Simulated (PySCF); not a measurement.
Compound: AlAsH₆.
Cartesian coordinates in Å at the PBE0-D3(BJ)/def2-SVP level; atoms count from 1:
```xyz
8
AlAsH6 angstrom
Al    -1.519    0.147   -0.036
As     1.094   -0.113    0.021
H     -1.782   -0.897   -1.222
H     -1.507    1.711   -0.377
H     -1.791   -0.312    1.473
H      1.738   -1.429    0.390
H      1.904    0.768    0.943
H      1.882    0.145   -1.241
```

Computed, not measured: TDDFT B3LYP/def2-SVPD, vertical, gas phase, core orbitals frozen in the response (PySCF 2.14.0, density-fitted response routines). The B3LYP/def2-SVPD calculation is non-relativistic and has no spin–orbit coupling, an omission that weighs most on arsenic.

Transition dipole moments from the ground state, in atomic units and in the frame of the coordinates above (overall signs are arbitrary), for the states with f of 0.002 or more among the lowest 10:

| state | E (hartree) | μx | μy | μz |
| --- | --- | --- | --- | --- |
| S4 | 0.2334 | 0.007 | 0.010 | -0.144 |
| S5 | 0.2336 | -0.038 | -0.183 | -0.004 |
| S6 | 0.2396 | -0.402 | 0.073 | -0.022 |
| S7 | 0.2583 | -0.006 | 0.411 | 0.404 |
| S8 | 0.2583 | -0.068 | 0.404 | -0.418 |
| S9 | 0.2607 | -1.664 | 0.120 | -0.011 |
| S10 | 0.2642 | -0.046 | -0.011 | -0.134 |

Question: Work out the oscillator strengths.

Answer: f = (2/3) ΔE |μ|² with ΔE in hartree (27.2114 eV).

```tsv
state	|μ|² (au)	|μ| (D)	f
S4	0.021	0.37	0.003
S5	0.035	0.48	0.005
S6	0.168	1.04	0.027
S7	0.332	1.46	0.057
S8	0.342	1.49	0.059
S9	2.784	4.24	0.484
S10	0.020	0.36	0.004
```

Question: What angle do the transition dipoles of S6 and S9 make?

Answer: |cos θ| = |μa·μb| / (|μa| |μb|) = 0.99, so θ ≈ 7° (taken between 0 and 90°, since the signs are arbitrary).

Question: How is the summed strength of these states shared among x, y and z?

Answer: (2/3) Σ ΔE μα² gives 0.509 for x, 0.066 for y and 0.065 for z, 0.639 in all.

Question: What peak molar absorption coefficient would the strongest computed level give as a lone Gaussian band 0.5 eV wide at half height?

Answer: ε(max) = 2.175×10⁸ f / FWHM, with the width in cm⁻¹. S9: 2.175×10⁸ × 0.4840 / 4033 ≈ 26000 L mol⁻¹ cm⁻¹.

S4/S5 and S7/S8 coincide within about 0.01 eV; within a degenerate level the directions of the single components are arbitrary.

All these states lie below the vertical ionisation energy of 10.09 eV (ΔSCF).
